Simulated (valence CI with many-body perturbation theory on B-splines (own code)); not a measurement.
## Sm XL: calculated level list

Calculated by valence CI with perturbative core correlation (CI+MBPT): five valence electrons over a frozen Dirac-Fock core [Ar], a basis of 7 s, 7 p, 8 d, 6 f, 4 g, 1 h functions for each j, with the one-electron correlation potential Σ1, the two-electron term Σ2, the three-electron term Σ3, Breit, model QED; selected CI, second order for the rest (own B-spline code, finite nucleus).

No measured spectrum was set against this ion. As an estimate, large intervals hold to a few tenths of a per cent, small ones and those within an open d or f shell to about a per cent. Only levels of the ground parity were solved; by the run's estimate the other parity begins above the list, which can be wrong where configurations are misplaced.

Levels 1 to 37 of 37, with energies above the lowest level, (3d3/2^4 3d5/2) J=5/2. "Leading %" is the weight of the configuration and term that name the level; weights of strongly mixed levels are sums over their largest components and can fall short. In the jj column 3d3/2^4 stands for four electrons in 3d with j = 3/2.

```csv
No.,Configuration,Term,J,E (cm⁻¹),Leading %,g,Second component,Leading jj
1,3d5,4P,5/2,0,30,1.440,22 % 3d5 6S,3d3/2^4 3d5/2 (86 %)
2,3d5,6S,5/2,169980,38,1.306,24 % 3d5 2F,3d3/2^3 3d5/2^2 (78 %)
3,3d5,4G,7/2,248770,38,1.150,23 % 3d5 2F,3d3/2^3 3d5/2^2 (98 %)
4,3d5,4D,3/2,256870,40,1.221,33 % 3d5 4P,3d3/2^3 3d5/2^2 (97 %)
5,3d5,4G,11/2,259380,41,1.125,39 % 3d5 2H,3d3/2^3 3d5/2^2 (97 %)
6,3d5,4G,9/2,287870,40,1.143,23 % 3d5 2G,3d3/2^3 3d5/2^2 (92 %)
7,3d5,4D,5/2,303480,36,1.145,20 % 3d5 2D,3d3/2^3 3d5/2^2 (84 %)
8,3d5,4P,1/2,315500,52,1.857,21 % 3d5 2S,3d3/2^3 3d5/2^2 (82 %)
9,3d5,2F,7/2,340530,37,1.100,27 % 3d5 2G,3d3/2^3 3d5/2^2 (94 %)
10,3d5,2D,5/2,416010,32,1.241,23 % 3d5 4G,3d3/2^2 3d5/2^3 (78 %)
11,3d5,2D,3/2,419410,55,0.794,23 % 3d5 4F,3d3/2^3 3d5/2^2 (73 %)
12,3d5,4D,7/2,461160,51,1.212,38 % 3d5 4G,3d3/2^2 3d5/2^3 (97 %)
13,3d5,2I,11/2,467540,53,1.076,44 % 3d5 4G,3d3/2^2 3d5/2^3 (97 %)
14,3d5,4G,9/2,481380,53,1.142,39 % 3d5 2G,3d3/2^2 3d5/2^3 (92 %)
15,3d5,4D,1/2,499520,76,0.549,12 % 3d5 4P,3d3/2^2 3d5/2^3 (95 %)
16,3d5,2I,13/2,501000,100,1.070,,3d3/2^2 3d5/2^3 (100 %)
17,3d5,4P,3/2,509080,52,1.184,33 % 3d5 4F,3d3/2^2 3d5/2^3 (94 %)
18,3d5,2F,5/2,521600,41,1.018,27 % 3d5 4D,3d3/2^2 3d5/2^3 (92 %)
19,3d5,2H,9/2,555690,53,1.101,47 % 3d5 4F,3d3/2^2 3d5/2^3 (100 %)
20,3d5,2G,7/2,571410,61,0.985,34 % 3d5 2F,3d3/2^2 3d5/2^3 (99 %)
21,3d5,4F,5/2,581580,60,1.039,24 % 3d5 2D,3d3/2^2 3d5/2^3 (96 %)
22,3d5,2D,3/2,597010,88,0.819,5 % 3d5 4F,3d3/2^2 3d5/2^3 (73 %)
23,3d5,2G,7/2,622310,42,1.044,41 % 3d5 2F,3d3/2^2 3d5/2^3 (89 %)
24,3d5,2S,1/2,624860,40,1.818,32 % 3d5 4P,3d3/2^2 3d5/2^3 (69 %)
25,3d5,2G,9/2,674920,71,1.105,15 % 3d5 2H,3d3/2^2 3d5/2^3 (90 %)
26,3d5,4P,5/2,697100,35,1.234,25 % 3d5 2F,3d3/2 3d5/2^4 (88 %)
27,3d5,4F,7/2,753190,32,1.187,28 % 3d5 2F,3d3/2 3d5/2^4 (98 %)
28,3d5,2H,11/2,765990,58,1.064,27 % 3d5 2I,3d3/2 3d5/2^4 (98 %)
29,3d5,2D,3/2,772700,47,0.995,20 % 3d5 2P,3d3/2 3d5/2^4 (58 %)
30,3d5,2D,5/2,780710,66,1.132,22 % 3d5 2F,3d3/2^2 3d5/2^3 (64 %)
31,3d5,2P,3/2,786180,56,1.120,15 % 3d5 4F,3d3/2^2 3d5/2^3 (56 %)
32,3d5,2G,9/2,819420,66,1.109,14 % 3d5 2H,3d3/2 3d5/2^4 (88 %)
33,3d5,2D,5/2,848470,68,1.113,20 % 3d5 2F,3d3/2 3d5/2^4 (61 %)
34,3d5,2G,7/2,866680,62,0.985,30 % 3d5 2F,3d3/2 3d5/2^4 (93 %)
35,3d5,2P,1/2,931300,66,1.083,27 % 3d5 2S,3d3/2 3d5/2^4 (81 %)
36,3d5,2D,3/2,1021700,76,0.881,19 % 3d5 2P,3d3/2 3d5/2^4 (90 %)
37,3d5,2D,5/2,1056200,52,1.149,19 % 3d5 2F,3d5/2^5 (83 %)
```

The ionisation energy to 3d4 3P_0 of the next ion comes out as 2887.2 eV (NIST: 2887 ± 4 eV (theoretical)). All 37 levels together are meant to be complete up to 1098600 cm⁻¹.
